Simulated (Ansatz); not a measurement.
`C[Si](C)(F)P` and `C[Si](N)(F)P` differ in one atom or group.

Ansatz, PBE0-D4/def2-TZVP geometries, multiplicity 1. Each molecule was computed in one conformer, which needn't be the lowest.

| property | `C[Si](C)(F)P` |
| --- | --- |
| size of the dipole moment (PBE/def2-TZVPP) / D | 1.32 |
| LUMO energy (PBE/def2-TZVPP) / eV | -0.40 |
| LUMO energy (ωB97M-V/def2-TZVPP) / eV | 2.06 |
| HOMO energy (PBE/def2-TZVPP) / eV | -6.28 |
| size of the dipole moment (ωB97M-V/def2-TZVPP) / D | 1.36 |
| HOMO–LUMO gap (PBE/def2-TZVPP) / eV | 5.89 |

Problem. What does the change do to each property? (Best estimate.)

Solution. The calculation gave: 
```
                                          property  `C[Si](N)(F)P`  shift
    size of the dipole moment (PBE/def2-TZVPP) / D            2.13   0.81
                 LUMO energy (PBE/def2-TZVPP) / eV           -0.35   0.05
             LUMO energy (ωB97M-V/def2-TZVPP) / eV            1.97  -0.09
                 HOMO energy (PBE/def2-TZVPP) / eV           -6.20   0.08
size of the dipole moment (ωB97M-V/def2-TZVPP) / D            2.11   0.75
               HOMO–LUMO gap (PBE/def2-TZVPP) / eV            5.85  -0.04
```

Dipoles are sizes alone; their direction can turn.

Positive LUMOs are unbound, so they and the gaps depend on the basis.
